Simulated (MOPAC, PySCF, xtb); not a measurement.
Complex: H2O (SMILES O) (first 3 atoms) with HF (SMILES F); geometry from B3LYP-D3(BJ)/def2-TZVP, rigid monomers moved along the line of their centres of mass till O1···H5 is 1.94 Å.
(charge 0, multiplicity 1):
```xyz
5

O     -0.0849    -0.2722     0.3220
H      0.7239    -0.7519     0.1114
H     -0.1109     0.4892    -0.2683
F     -0.2904     0.4428     3.1120
H     -0.2599     0.1855     2.2038
```

Interaction energies are E(AB) − E(A) − E(B) at the monomers' geometry in the complex; basis-set methods are counterpoise corrected. Rows marked so take none.

Rows in 6-31G* carry no dispersion term and start afresh at each structure (6-31G* with six Cartesian d functions). The state that AM1 reach isn't checked.

Codes used: MOPAC for AM1 (differences of heats of formation); PySCF for 6-31G* rows; xtb for the GFN methods. Each number belongs to the level named beside it.

Task: One of these levels gives -9.15 kcal/mol for the interaction energy. Which?
A. GFN-FF
B. AM1
C. M06-2X/6-31G* (no counterpoise)
D. B3LYP/6-31G*

Result: D, B3LYP/6-31G*. The others give -7.33 (GFN-FF), -3.75 (AM1), -10.56 (M06-2X/6-31G* (no counterpoise))
